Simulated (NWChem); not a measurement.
System: BeNH2F; SMILES [NH2][Be][F]

```xyz
5

Be     0.0000     0.0000    -0.1005
F      0.0000     0.0000    -1.4865
N      0.0000     0.0000     1.4032
H      0.0000    -0.8244     1.9791
H      0.0000     0.8244     1.9791
```
Atoms are numbered in this order, from 1.

Coordinates come from a PBE0-D3(BJ)/def2-TZVP optimisation.

Symmetry labels are those of C2v in the frame above (b1 and b2, or b-type labels, depend on it).

### Question
List the 6 lowest vertical singlet excitations and the 6 lowest triplet ones from B3LYP/def2-SVP, TDA (NWChem).

### Answer
```json
[
 {"state": "S1", "energy (eV)": "5.67", "oscillator strength": "0.077", "symmetry": "b1", "leading excitation (squared amplitude)": "HOMO → LUMO (1.00)"},
 {"state": "S2", "energy (eV)": "6.39", "oscillator strength": "0.000", "symmetry": "a2", "leading excitation (squared amplitude)": "HOMO → LUMO+1 (0.99)"},
 {"state": "S3", "energy (eV)": "8.07", "oscillator strength": "0.001", "symmetry": "b1", "leading excitation (squared amplitude)": "HOMO → LUMO+3 (0.99)"},
 {"state": "S4", "energy (eV)": "8.35", "oscillator strength": "0.132", "symmetry": "a1", "leading excitation (squared amplitude)": "HOMO → LUMO+2 (0.91)"},
 {"state": "S5", "energy (eV)": "8.57", "oscillator strength": "0.000", "symmetry": "a2", "leading excitation (squared amplitude)": "HOMO → LUMO+4 (0.99)"},
 {"state": "S6", "energy (eV)": "9.45", "oscillator strength": "0.039", "symmetry": "b2", "leading excitation (squared amplitude)": "HOMO−1 → LUMO (0.99)"},
 {"state": "T1", "energy (eV)": "5.25", "oscillator strength": "spin-forbidden", "symmetry": "b1", "leading excitation (squared amplitude)": "HOMO → LUMO (0.98)"},
 {"state": "T2", "energy (eV)": "6.30", "oscillator strength": "spin-forbidden", "symmetry": "a2", "leading excitation (squared amplitude)": "HOMO → LUMO+1 (0.99)"},
 {"state": "T3", "energy (eV)": "6.74", "oscillator strength": "spin-forbidden", "symmetry": "a1", "leading excitation (squared amplitude)": "HOMO → LUMO+2 (0.98)"},
 {"state": "T4", "energy (eV)": "7.75", "oscillator strength": "spin-forbidden", "symmetry": "b1", "leading excitation (squared amplitude)": "HOMO → LUMO+3 (0.96)"},
 {"state": "T5", "energy (eV)": "8.27", "oscillator strength": "spin-forbidden", "symmetry": "a2", "leading excitation (squared amplitude)": "HOMO → LUMO+4 (0.99)"},
 {"state": "T6", "energy (eV)": "9.19", "oscillator strength": "spin-forbidden", "symmetry": "b2", "leading excitation (squared amplitude)": "HOMO−1 → LUMO (0.97)"}
]
```
